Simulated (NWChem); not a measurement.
# SnH$_{2}$S, singlet; SMILES [SH][SnH]

All runs: NWChem. Low-valent species are run as closed-shell singlets; no triplet was tried in these runs. Geometry: optimised at PBE0/def2-SVP. def2 effective core potentials on Sn; no spin-orbit coupling. Ions are spin-unrestricted doublets at the neutral geometry; other ion states weren't tried.

```json
[
 {"level": "B3LYP/def2-SVPD", "vertical ionisation energy, ΔSCF (eV)": "9.05", "−ε(HOMO) (eV)": "6.73", "ΔSCF minus −ε(HOMO) (eV)": "2.32"},
 {"level": "PBE/def2-SVPD", "vertical ionisation energy, ΔSCF (eV)": "8.88", "−ε(HOMO) (eV)": "5.91", "ΔSCF minus −ε(HOMO) (eV)": "2.97"},
 {"level": "LRC-wPBEh/def2-SVPD", "vertical ionisation energy, ΔSCF (eV)": "9.02", "−ε(HOMO) (eV)": "8.63", "ΔSCF minus −ε(HOMO) (eV)": "0.39"},
 {"level": "BHandHLYP/def2-SVPD", "vertical ionisation energy, ΔSCF (eV)": "9.00", "−ε(HOMO) (eV)": "7.74", "ΔSCF minus −ε(HOMO) (eV)": "1.26"},
 {"level": "Hartree-Fock/def2-SVPD", "vertical ionisation energy, ΔSCF (eV)": "8.24", "−ε(HOMO) (eV)": "8.98", "ΔSCF minus −ε(HOMO) (eV)": "-0.74"}
]
```
